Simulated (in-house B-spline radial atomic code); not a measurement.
## LDA VWN5 excitations of Ca⁸⁺

Method: LDA VWN5. Computed with an all-electron radial atomic-structure program (B-spline basis): linear response of the closed shell [Ne] 3s2 with the functional's adiabatic kernel; scalar-relativistic (spin-free one-electron X2C), finite nucleus, no spin-orbit coupling, no double excitations, S, P, D and F terms only.

Command:
```bash
python run_td.py task.json out
```
Settings (radii: box in bohr, nucleus in fm):
```
Z                        20
electrons                12
configuration            [Ne] 3s2
hamiltonian              x2c
method                   lda,vwn
box_radius               11.59
rms_radius               3.4776
intervals                70
```

Cost of the run: 0.2 s on 1 thread of Intel(R) Xeon(R) Platinum 8488C (Sapphire Rapids), with other jobs on the host.

The lowest states, in the order of their Tamm-Dancoff energies; the method's threshold (minus the highest occupied level) is 178.79 eV. Labels give the largest channel, * marks a mixed state, and oscillator strengths are full-response dipole values. Semilocal kernels can invert the small singlet-triplet splittings of Rydberg terms. Energies in eV:

```csv
state,full response,Tamm-Dancoff,oscillator strength
3s → 3p 3P,17.937,18.181,-
3s → 3p 1P,26.792,27.762,1.01
3s → 3d 3D,48.87,48.95,-
3s → 3d 1D,52.55,52.57,-
3s → 4s 3S,?,?,-
3s → 4s 1S,95.72,95.75,-
3s → 4p 3P,101.90,101.91,-
3s → 4p 1P,102.30,102.33,0.276
3s → 4d 1D,?,?,-
3s → 4d 3D,112.80,112.81,-
3s → 4f 3F,116.85,116.86,-
3s → 4f 1F,117.11,117.12,-
3s → 5s 3S,130.27,130.27,-
3s → 5s 1S,130.78,130.79,-
3s → 5p 3P,133.81,133.81,-
3s → 5p 1P,133.94,133.95,0.0907
```

Question: Where does 3s → 4d 1D lie?

Answer: At 112.77 eV in full response, 112.78 eV in Tamm-Dancoff.

Question: Where does 3s → 4s 3S lie?

Answer: At 94.05 eV in full response, 94.06 eV in Tamm-Dancoff.

Question: How large is the singlet-triplet splitting of 3s → 3p (P terms) in Tamm-Dancoff?

Answer: 9.58 eV, from the unrounded values.

Question: What polarisabilities and dispersion coefficient does the method give?

Answer: Dipole 1.098 bohr³, quadrupole 0.6318 bohr⁵, C6 0.9653 hartree·bohr⁶ for two such species.
